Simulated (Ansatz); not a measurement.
C2H3BFNO (`FC/N=C1/BO1`). The species carries charge 0 and has multiplicity 1.

Z-matrix (Å, degrees):
```
C
N 1 1.414
F 1 1.377 2 115.2
H 1 1.095 2 108.4 3 120.7
H 1 1.095 2 108.4 3 -120.7
C 2 1.233 1 126.7 3 0.0
B 6 1.475 2 170.5 1 180.0
O 6 1.464 2 134.6 1 -0.0
H 7 1.182 6 160.9 2 0.0
```

List the harmonic frequencies (cm⁻¹, unscaled) at PBE0-D4/def2-TZVP in Ansatz. (An estimate is asked.)

The calculation gave: 93, 161, 227, 401, 493, 554, 676, 809, 819, 976, 1067, 1085, 1187, 1289, 1365, 1416, 1487, 1963, 2763, 3055, 3099.

Is this a minimum?

Yes, all 21 modes are real.

Give the ideal-gas thermochemistry at 298.15 K and 1 bar (rigid rotor, harmonic oscillator; point group Cs, symmetry number 1).

Zero-point energy 149.4 kJ/mol; H(298) − E = 167.3 kJ/mol; entropy 321.2 J/(mol·K), of which translation 164.5, rotation 109.4, vibration 47.3; G(298) − E = 71.6 kJ/mol. Modes under 100 cm⁻¹ are hindered rotations or soft bends, so the harmonic entropy is rough.

And at 400, 500, 600, 800 and 1000 K?


```json
{"T (K)": "400", "H − E (kJ/mol)": "177.4", "S (J/mol/K)": "350.0", "G − E (kJ/mol)": "37.4"}
{"T (K)": "500", "H − E (kJ/mol)": "188.9", "S (J/mol/K)": "375.8", "G − E (kJ/mol)": "1.0"}
{"T (K)": "600", "H − E (kJ/mol)": "201.9", "S (J/mol/K)": "399.4", "G − E (kJ/mol)": "-37.7"}
{"T (K)": "800", "H − E (kJ/mol)": "231.0", "S (J/mol/K)": "441.1", "G − E (kJ/mol)": "-121.9"}
{"T (K)": "1000", "H − E (kJ/mol)": "263.2", "S (J/mol/K)": "477.0", "G − E (kJ/mol)": "-213.8"}
```
